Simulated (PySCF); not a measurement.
# Magnetisability: `O[SiH2]O/C=C\Cl`, C₂H₅ClO₂Si

Molfile (atoms numbered from 1):
```
C2H5ClO2Si
     RDKit          3D

 11 10  0  0  0  0  0  0  0  0999 V2000
   -2.1131   -0.5718    0.6775 O   0  0  0  0  0  0  0  0  0  0  0  0
   -1.6302    0.4142   -0.5054 Si  0  0  0  0  0  4  0  0  0  0  0  0
   -0.0200    0.6380   -0.3162 O   0  0  0  0  0  0  0  0  0  0  0  0
    1.0291    0.6366   -1.1377 C   0  0  0  0  0  0  0  0  0  0  0  0
    2.2732    0.8794   -0.7420 C   0  0  0  0  0  0  0  0  0  0  0  0
    2.6690    1.2356    0.8943 Cl  0  0  0  0  0  0  0  0  0  0  0  0
   -1.7443   -0.5227    1.5561 H   0  0  0  0  0  0  0  0  0  0  0  0
   -2.2120    1.7472   -0.4028 H   0  0  0  0  0  0  0  0  0  0  0  0
   -1.9502   -0.3147   -1.7220 H   0  0  0  0  0  0  0  0  0  0  0  0
    0.8355    0.4195   -2.1826 H   0  0  0  0  0  0  0  0  0  0  0  0
    3.1096    0.8656   -1.4175 H   0  0  0  0  0  0  0  0  0  0  0  0
  1  2  1  0
  2  3  1  0
  3  4  1  0
  4  5  2  0
  5  6  1  0
  1  7  1  0
  2  8  1  0
  2  9  1  0
  4 10  1  0
  5 11  1  0
M  END
```

The calculation used PySCF 2.14.0, GIAO PBE/pcSseg-1 magnetisability, rotational g tensor and spin-rotation constants, non-relativistic, gas phase. Geometry: GFN2-xTB, dihedral held. The dihedral O1–Si2–O3–C4 is held at 135°.

(1) What are the magnetisability and the molar susceptibility?

(2) Split it along the inertial axes a, b, c into diamagnetic and paramagnetic parts about the centre of mass, with the quadrupole moment.

(3) And the rotational g tensor?

## Answers

(1) Isotropic -1057 × 10⁻³⁰ J/T², or -63.7 × 10⁻⁶ cm³/mol; principal values -1127, -1047, -998 × 10⁻³⁰ J/T², anisotropy 113 × 10⁻³⁰ J/T² (root of half the summed squared differences of the principal values). The susceptibility is in cgs units.

(2) 
```tsv
axis	χ (10⁻⁶ cm³/mol)	diamagnetic (10⁻⁶ cm³/mol)	paramagnetic (10⁻⁶ cm³/mol)	summed x² of all electrons (Å²)	quadrupole Θ (D Å)
a	-60.7	-298.7	238.0	272.9	-7.00
b	-62.9	-1235.9	1173.1	52.0	+10.32
c	-67.5	-1378.2	1310.7	18.4	-3.32
```
Anisotropies 2χaa − χbb − χcc = +9.0 and 2χbb − χaa − χcc = +2.4 × 10⁻⁶ cm³/mol. Θ is traceless in Buckingham's convention.

(3) 
| axis | rotational constant (GHz) | g | nuclear part | electronic part |
| --- | --- | --- | --- | --- |
| a | 5.9192 | -0.0636 | 0.5984 | -0.6619 |
| b | 0.9779 | -0.0142 | 0.5248 | -0.5390 |
| c | 0.8724 | -0.0075 | 0.5298 | -0.5372 |

Asymmetric top; isotopes 12C, 35Cl, 1H, 16O, 28Si; no vibrational averaging.
